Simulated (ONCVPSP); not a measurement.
**Which change was made? (As, ONCV)**

```
Element                 : As (Z = 33)
Generator               : ONCVPSP 4.0.1
Type                    : optimised norm-conserving Vanderbilt (ONCV)
Functional              : LDA (Perdew-Zunger)
Relativity              : fully relativistic
Frozen core             : [Ar] 3d10
Valence charge          : 5
Reference configuration : 4s1 4p4
Partial waves           : 4s: rc 1.35 bohr, ncon 5, nbas 9, qcut 4.8 1/bohr, 2 projectors, debl 0.6 Ha; 4p: rc 1.60 bohr, ncon 5, nbas 9, qcut 4.9 1/bohr, 2 projectors, debl 0.3 Ha
Local potential         : polynomial inside 1.30 bohr (lpopt 5, dvloc0 0 Ha)
Core correction         : Teter function, parameters optimised by the program
```

Open shells are filled in proportion to 2j + 1.

Cutoffs, loose and tight: the cutoffs (Ha) at which the residual kinetic energy of the hardest occupied pseudo-wave falls to 1 and 0.1 mHa per electron. They do not see the model core or the augmentation charge, which bear on the density cutoff. Test errors are all-electron minus pseudo excitation energies from the reference, over the configurations 4s2 4p3; 4s2 4p2; 4s2 4p1; 4s1 4p0; variants that change the core or the reference have their own tests.

The base gives: outcome: generated; cutoff, loose: 103 Ha; cutoff, tight: 125 Ha; bound ghosts: s, p3/2; GHOST(+) flags above zero: s, p1/2; largest test error (meV): -1878.

Problem. After one change the result is: outcome: generated, misses its reference levels by 0.21 eV; cutoff, loose: 125 Ha; cutoff, tight: 146 Ha; bound ghosts: s; GHOST(+) flags above zero: s; largest test error (meV): -1812. Which change was it?
A. p: qcut 7.2
B. p: rc 1.35, qcut 5.8, nproj 0; local potential the p channel
C. core [Ne], valence charge 23; reference 3s2 3p6 3d10 4s2 4p3; waves now 3s+4s: rc 0.85 bohr, ncon 4, nbas 9, qcut 18.3 1/bohr, 3 projectors, debl 2.2 Ha; 3p+4p: rc 0.90 bohr, ncon 4, nbas 8, qcut 15.7 1/bohr, 3 projectors, debl 0.4 Ha; 3d: rc 0.60 bohr, ncon 4, nbas 7, qcut 13.7 1/bohr, 2 projectors, debl 2.7 Ha; local potential polynomial inside 0.50 bohr (lpopt 1, dvloc0 2 Ha)

Solution. B. The others give: core [Ne], valence charge 23; reference 3s2 3p6 3d10 4s2 4p3; waves now 3s+4s: rc 0.85 bohr, ncon 4, nbas 9, qcut 18.3 1/bohr, 3 projectors, debl 2.2 Ha; 3p+4p: rc 0.90 bohr, ncon 4, nbas 8, qcut 15.7 1/bohr, 3 projectors, debl 0.4 Ha; 3d: rc 0.60 bohr, ncon 4, nbas 7, qcut 13.7 1/bohr, 2 projectors, debl 2.7 Ha; local potential polynomial inside 0.50 bohr (lpopt 1, dvloc0 2 Ha) → outcome: generated; cutoff, loose: 507 Ha; cutoff, tight: 693 Ha; bound ghosts: none; GHOST(+) flags above zero: s; largest test error (meV): +5.5 | p: qcut 7.2 → outcome: generated; cutoff, loose: 103 Ha; cutoff, tight: 125 Ha; bound ghosts: s, p3/2, p1/2; GHOST(+) flags above zero: s; largest test error (meV): -1869.
